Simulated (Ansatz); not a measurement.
Species: C₅H₇Si, charge 0, multiplicity 2. It need not be the lowest isomer of its formula. 
Structure (B3LYP-D3(BJ)/def2-TZVP (Ansatz, an electronic-structure program) minimum search):
SMILES: C1=[C]C(=CC1)[SiH3]
```xyz
13

Si     2.1127     0.0113     0.0758
C      0.2551     0.0188     0.0014
C     -0.5822    -0.9650     0.4068
C     -2.0172    -0.5749     0.1785
C     -1.9167     0.8072    -0.4322
C     -0.6178     1.0768    -0.5024
H      2.6912     0.1563    -1.2807
H      2.6074     1.1309     0.9110
H      2.5530    -1.2746     0.6644
H     -0.2864    -1.9113     0.8389
H     -2.5251    -1.2802    -0.4897
H     -2.5865    -0.5665     1.1153
H     -2.7586     1.4101    -0.7325
```
Charge 0, spin multiplicity 2.

Parts of the frozen-core correlation energy in STO-3G (Ansatz, hartree). Frozen orbitals: 10; correlated occupied orbitals by spin: 16 and 15; virtual: 15 and 16. UHF or UKS for open shells. Spin-orbit coupling is left out. Non-relativistic.

```csv
term,value
reference (HF),-476.60901
MP2 opposite-spin,…
MP2 same-spin,-0.03992
CCSD correlation,…
(T),…
T1 diagnostic,0.054
largest doubles amplitude,0.173
<S^2> of the reference,1.566
```

### Question
Some entries are withheld; supply them.

### Answer

- MP2 opposite-spin, value: -0.21315
- CCSD correlation, value: -0.36812
- (T), value: -0.00675
